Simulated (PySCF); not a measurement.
**Two-component Hartree-Fock for Bi⁴⁶⁺ (bismuth, charge +46)**

Start: [Kr] 4d1; 4d5/2 filled at m_j = +5/2. Calculated with PySCF 2.14 in an even-tempered Gaussian basis (16 s from 6.3 bohr⁻², ratio 2.8; 14 p from 8.2 bohr⁻², ratio 2.8; 9 d from 8.2 bohr⁻², ratio 2.8; 3 f from 29 bohr⁻², ratio 3): generalised Hartree-Fock with the X2C-1e Hamiltonian and a Gaussian nucleus; one run each with spin-orbit coupling (SO) screened by Boettger's factors, then bare. This is a chosen level, not necessarily the ground level.

```csv
spinor shell,electrons,"ε, screened SO (eV)","ε, bare SO (eV)",weight of nominal j (bare SO),"rms radius, bare SO (bohr)"
1s1/2,2,-93316.7,-93314.3,1.000,0.0178
2s1/2,2,-18810.3,-18809.5,1.000,0.0718
2p1/2,2,-18141.8,-18194.0,1.000,0.0604
2p3/2,4,-15815.6,-15800.5,1.000,0.0691
3s1/2,2,-6276.7,-6276.5,1.000,0.181
3p1/2,2,-5981.4,-5993.4,1.000,0.172
3p3/2,4,-5435.0,-5431.4,1.000,0.189
3d3/2,4,-4966.1,-4976.0,1.000,0.164
3d5/2,6,-4851.7,-4845.6,1.000,0.169
4s1/2,2,-2875.1,-2875.1,1.000,0.380
4p1/2,2,-2743.3,-2747.1,1.000,0.374
4p3/2,4,-2571.6,-2570.5,1.000,0.400
4d5/2,1,-2351.0,-2349.0,1.000,0.389
```

```csv
quantity,screened SO,bare SO
E (hartree),-20096.64987,-20099.00805
M_J,5/2,5/2
⟨J²⟩,8.751,8.751
⟨L²⟩,6.136,6.144
⟨S²⟩,0.885,0.894
```

Each row is a mean over spinors that exchange with the open shell spreads, by up to 16.647 eV (4p3/2).

Breit and QED terms are absent; they matter most for the inner s and p1/2 levels.

Densities and radii are taken from the X2C orbitals without a picture-change correction, which distorts them close to the nucleus.
